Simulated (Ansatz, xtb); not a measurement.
A family of molecules: the dipole moment

One atom is swapped for its congeners: CH2F2 (difluoromethane) `FCF`; CH2ClF (chlorofluoromethane) `FCCl`; CH2BrF (bromofluoromethane) `FCBr`; CH2FI (fluoroiodomethane) `FCI`. All are singlets with charge 0.

Shapes, held fixed at every level: PBE0-D4/def2-TZVP. Programs: Ansatz 0.2.0, xtb 6.7.1. Values in D.

```
               level  CH2F2  CH2ClF  CH2FI
            GFN2-xTB   2.50    2.10   3.25
   PBE-D4/def2-TZVPP   1.72    1.68   1.53
r2SCAN-D4/def2-TZVPP   1.80    1.77   1.62
 B3LYP-D4/def2-TZVPP   1.87    1.78   1.60
  wB97M-V/def2-TZVPP   1.86    1.78   1.59
            measured   1.97    1.82      –
```

Task: Estimate the column for CH2BrF from its neighbours.

Result: The mean of the neighbours at wB97M-V/def2-TZVPP is 1.69 D, against 1.76 from the run: the member lies nearer Cl. All rows: GFN2-xTB 3.27; PBE-D4/def2-TZVPP 1.67; r2SCAN-D4/def2-TZVPP 1.77; B3LYP-D4/def2-TZVPP 1.75; wB97M-V/def2-TZVPP 1.76 D. At wB97M-V/def2-TZVPP the dipole moment falls at every step, from 1.86 to 1.59 D. 3 of 5 levels show this order throughout; 4 agree on the largest and the smallest. Measured values: NIST CCCBDB. For atoms past krypton def2 sets carry core potentials with scalar relativity. Relativity is left out for Br unless named. GFN2-xTB strays far from the other rows.
